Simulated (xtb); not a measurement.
xtb input (GFN-FF):

```bash
xtb mol.xyz --gfnff --opt tight --chrg 0 --uhf 0
```
mol.xyz:
```
9

C     -1.90578204     0.00041963    -0.45091921
O     -0.68991202     0.74822157    -0.26955687
C      0.38849616     0.04103204     0.08607662
F      0.71824651    -0.90422339    -0.82352320
F      1.41867592     0.87366117     0.21145327
F      0.22496617    -0.60787866     1.26157132
H     -2.19418103    -0.48907061     0.47883213
H     -1.78599489    -0.73429387    -1.24656947
H     -2.65381005     0.73484971    -0.73226473
```

End of the output:

```
         :::::::::::::::::::::::::::::::::::::::::::::::::::::
         ::                     SUMMARY                     ::
         :::::::::::::::::::::::::::::::::::::::::::::::::::::
         :: total energy              -1.161381471738 Eh    ::
         :: gradient norm              0.000158090744 Eh/a0 ::
         ::.................................................::
         :: bond energy               -1.132252556610 Eh    ::
         :: angle energy               0.000894435754 Eh    ::
         :: torsion energy             0.000000276578 Eh    ::
         :: repulsion energy           0.068203515549 Eh    ::
         :: electrostat energy        -0.092506336796 Eh    ::
         :: dispersion energy         -0.002746796043 Eh    ::
         :: HB energy                  0.000000000000 Eh    ::
         :: XB energy                  0.000000000000 Eh    ::
         :: bonded atm energy         -0.002974010171 Eh    ::
         :: external energy            0.000000000000 Eh    ::
         :: add. restraining           0.000000000000 Eh    ::
         :: total charge              -0.000000000000 e     ::
         :::::::::::::::::::::::::::::::::::::::::::::::::::::

           -------------------------------------------------
          |                Property Printout                |
           -------------------------------------------------

molecular dipole:
                 x           y           z       tot (Debye)
 q only:       -1.867      -0.242      -0.407       4.896
           -------------------------------------------------
          |                Geometry Summary                 |
           -------------------------------------------------

      molecular mass/u    :      100.0399084
   center of mass at/Å    :        0.0426775       0.0069587       0.0091074
  moments of inertia/u·Å² :        0.9242989E+02   0.1619196E+03   0.1634841E+03
rotational constants/cm⁻¹ :        0.1823829E+00   0.1041111E+00   0.1031148E+00

 * 8 selected distances

     #   Z          #   Z                                           value/Å
     1   6 C        2   8 O                                       1.3862627
     2   8 O        3   6 C                                       1.4199222 (max)
     3   6 C        4   9 F                                       1.3381241
     3   6 C        5   9 F                                       1.3415024
     3   6 C        6   9 F                                       1.3381241
     1   6 C        7   1 H                                       1.0947460
     1   6 C        8   1 H                                       1.0947460
Note: The following floating-point exceptions are signalling: IEEE_UNDERFLOW_FLAG IEEE_DENORMAL
normal termination of xtb
     1   6 C        9   1 H                                       1.0933544 (min)

 * 3 distinct bonds (by element types)

   Z      Z             #   av. dist./Å        max./Å        min./Å
   1 H    6 C           3     1.0942821     1.0947460     1.0933544
   6 C    8 O           2     1.4030925     1.4199222     1.3862627
   6 C    9 F           3     1.3392502     1.3415024     1.3381241

optimized geometry written to: xtbopt.xyz

           -------------------------------------------------
          | TOTAL ENERGY               -1.161381471738 Eh   |
          | GRADIENT NORM               0.000158090744 Eh/α |
           -------------------------------------------------
########################################################################
[WARNING] Runtime exception occurred
-1- gfnff_setup: Could not read topology file.
########################################################################

------------------------------------------------------------------------
------------------------------------------------------------------------
 total:
 SCF:
 ANC optimizer:
```
